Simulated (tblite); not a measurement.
Compound: C6H14Si2.
Structure used (GFN2-xTB), in Å, numbered top down from 1:
```xyz
22
C6H14Si2 angstrom
C      3.5598   -1.3634   -0.6338
C      2.5962   -0.3996   -0.1446
C      1.8115    0.4020    0.2773
C      0.8265    1.3649    0.7306
C     -0.4347    1.3133   -0.1401
C     -1.1405   -0.0452   -0.0985
Si    -1.8613   -0.4521    1.6185
Si    -2.4493   -0.1433   -1.4797
H      4.2210   -0.8957   -1.3635
H      3.0455   -2.1984   -1.1100
H      4.1600   -1.7442    0.1925
H      1.2650    2.3674    0.6827
H      0.5689    1.1570    1.7731
H     -1.1228    2.0957    0.1908
H     -0.1447    1.5463   -1.1700
H     -0.3855   -0.8081   -0.3223
H     -2.6513    0.6894    2.0918
H     -2.7148   -1.6374    1.5249
H     -0.8092   -0.7358    2.6006
H     -1.8018    0.0670   -2.7795
H     -3.4606    0.8995   -1.2861
H     -3.0881   -1.4598   -1.4710
```

All values are computed: GFN2-xTB (tblite) harmonic vibrations without scaling, gas phase. Against measured fundamentals such values can be off by several per cent, at times by over 20. Modes of hydrogen on silicon can be 10 to 20 % off. One conformer, not necessarily the lowest. The optimisation stopped once no atom felt more than 0.01 eV/Å.

Lowest wavenumbers of the output (negative numbers stand for imaginary wavenumbers):
```
mode    cm-1
  1     -27.2
  2      21.6
  3      52.0
  4      92.6
  5     121.0
  6     144.6
  7     177.3
  8     199.2
  9     240.9
 10     257.3
```

Question: Is this structure a minimum?

Answer: Not by this Hessian. 1 mode is imaginary beyond 20i (27i cm⁻¹), so at this level the point lies at or near a first-order saddle. The curvature is small, so loose convergence or finite differences may be the whole cause.

Question: Which atoms move in the imaginary mode?

Answer: 27i: H11 (methyl hydrogen) 34 %, H10 (methyl hydrogen) 33 %, H9 (methyl hydrogen) 33 %. These are shares of the mass-weighted motion.

Question: What is the remedy?

Answer: Step along that mode in both directions, optimise again with tighter thresholds and repeat the frequencies. The zero-point energy of this point (104.8 kcal/mol) counts the 59 real modes alone, and thermal corrections from it aren't those of a minimum.

The run took 3.3 s of wall time on Intel Xeon at 2.50 GHz, one thread (shared host). The figure is for the frequency step alone.
